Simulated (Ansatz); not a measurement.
Ansatz (an electronic-structure program) input (r2SCAN/aug-cc-pVTZ): A basis named .json is the Basis Set Exchange file of that set (core-valence sets with the plain set on hydrogen).

Ansatz 0.2 input:
```yaml
crystal:
  periodic: [false, false, false]
  atoms:
    - {symbol: O, position_ang: [0.00000000, 0.00000000, 0.00000000]}
basis:
  gaussian:
    orbitals: aug-cc-pVTZ
    fitting: {mean_field: def2-universal-JKFIT.json}
hamiltonian:
  xc: {name: r2SCAN}
magnetization: {spin_polarized: true, initial_magnetization: 2}
scf: {lower_state_search: full}
```

Output:

```
Functional definition: r2SCAN
integrals: 0.00 GiB planned
77 factors; integrals over basis functions are off by at most 6.9e-1 eV
mean field: 0.08 GiB planned
mean field evaluation 1: about -2042.1351 eV, gradient 9.6e0 eV
mean field evaluation 2: about -2042.1375 eV, gradient 9.6e0 eV
mean field evaluation 4: about -2042.3882 eV, gradient 1.4e0 eV
mean field evaluation 8: about -2042.3943 eV, gradient 1.6e-3 eV
mean field evaluation 16: about -2042.1899 eV, gradient 8.2e0 eV
mean field evaluation 32: about -2042.3913 eV, gradient 4.0e-1 eV
mean field -2042.39427101 eV, -75.0566050752 hartree, gradient 1.1e-5 eV, S^2 2.005743; 2 other end points of the search recorded, 0 dependent functions left out
reference -2042.39428724 eV, -75.0566056713 hartree; 5, 3 occupied and 41, 43 virtual orbitals, 77 factors
Total energy: -2042.39428724 eV, -75.0566056713 hartree
```
